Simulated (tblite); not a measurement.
Compound: C₉H₁₁BO.
Bonds: C1–B2, B2–C3, B2–C4, C4–C5 (aromatic), C5–C6 (aromatic), C6–C7 (aromatic), C7–C8 (aromatic), C8–C9, C9–O10 (double), C8–C11 (aromatic), C4–C11 (aromatic). Hydrogens: H12, H13, H14 on C1; H15, H16, H17 on C3; H18 on C5; H19 on C6; H20 on C7; H21 on C9; H22 on C11.

Computed with GFN2-xTB (tblite), gas phase: L-BFGS steps from a force-field or distance-geometry start until the largest atomic force falls under 0.01 eV/Å.

Geometry at step 3:
```
atom  x, y, z in Å
C1     -2.1219    1.7309    0.2761
B2     -1.6947    0.2204    0.3693
C3     -2.7452   -0.8805    0.0224
C4     -0.2073   -0.2193    0.2351
C5      0.1262   -1.5698    0.0328
C6      1.4296   -1.9754   -0.1787
C7      2.4358   -1.0313   -0.1935
C8      2.1331    0.3077   -0.0042
C9      3.1737    1.3252   -0.0119
O10     2.9136    2.4988    0.1531
C11     0.8164    0.7203    0.2030
H12    -3.1293    1.8927    0.6437
H13    -2.1429    2.0065   -0.7863
H14    -1.4351    2.4086    0.7706
H15    -2.3501   -1.3648   -0.8735
H16    -3.7189   -0.4428   -0.1829
H17    -2.8202   -1.6564    0.7822
H18    -0.6317   -2.3393    0.0349
H19     1.6914   -3.0111   -0.3211
H20     3.4507   -1.3578   -0.3456
H21     4.2224    0.9794   -0.1774
H22     0.5942    1.7775    0.3488
```

Task: Give the atomic forces at this geometry.

Result: 
| atom | Fx (eV/Å) | Fy (eV/Å) | Fz (eV/Å) |
| --- | --- | --- | --- |
| C1 | 0.074 | -0.102 | 0.027 |
| B2 | 0.062 | 0.210 | -0.710 |
| C3 | -0.067 | -0.016 | 0.036 |
| C4 | -0.005 | -0.107 | 0.186 |
| C5 | 0.169 | -0.067 | 0.052 |
| C6 | 0.053 | 0.136 | 0.053 |
| C7 | 0.072 | -0.258 | -0.008 |
| C8 | 0.117 | 0.175 | -0.027 |
| C9 | -0.067 | 0.783 | 0.075 |
| O10 | 0.540 | -0.237 | -0.087 |
| C11 | -0.004 | -0.192 | 0.088 |
| H12 | -0.040 | 0.158 | 0.110 |
| H13 | 0.071 | -0.059 | 0.218 |
| H14 | -0.111 | 0.182 | 0.035 |
| H15 | -0.471 | -0.050 | -0.029 |
| H16 | -0.091 | -0.390 | 0.028 |
| H17 | -0.237 | 0.040 | -0.057 |
| H18 | -0.068 | 0.136 | 0.083 |
| H19 | -0.147 | -0.117 | -0.022 |
| H20 | 0.200 | 0.128 | -0.026 |
| H21 | -0.301 | 0.038 | 0.046 |
| H22 | 0.250 | -0.392 | -0.072 |

The largest, 0.79 eV/Å, acts on C9; the rms over all components is 0.208 eV/Å. The forces sum to zero within rounding, as they must for an isolated molecule in no field.

Task: Give the force on C9 in Eh/bohr and in nN.

Result: 0.789 eV/Å ÷ 51.422 = 0.01535 Eh/bohr, and 0.789 eV/Å × 1.602 = 1.26 nN.

Task: How far is this geometry from the end of the optimisation?

Result: 0.255 eV above it, and 0.426 Å rms away after alignment. The bonds farthest from their final lengths, with half the difference of the two atoms' forces along the bond (positive lengthens):

```tsv
bond	now (Å)	final (Å)	force along bond (eV/Å)
B2–C3	1.561	1.577	+0.04
C8–C9	1.455	1.466	+0.15
B2–C4	1.557	1.567	-0.03
C11–H22	1.090	1.080	-0.13
C7–C8	1.386	1.395	+0.20
C9=O10	1.213	1.205	-0.57
```

The angle farthest from its final value is B2–C3–H15, 104.6° against 114.2°.

Of the 4 listed bonds off by 0.010 Å or more, this force points towards the final length in 3.

The cost below is that of the whole relaxation. The run took 1.4 s on Arm Neoverse V1, one thread, no GPU, on a shared host.
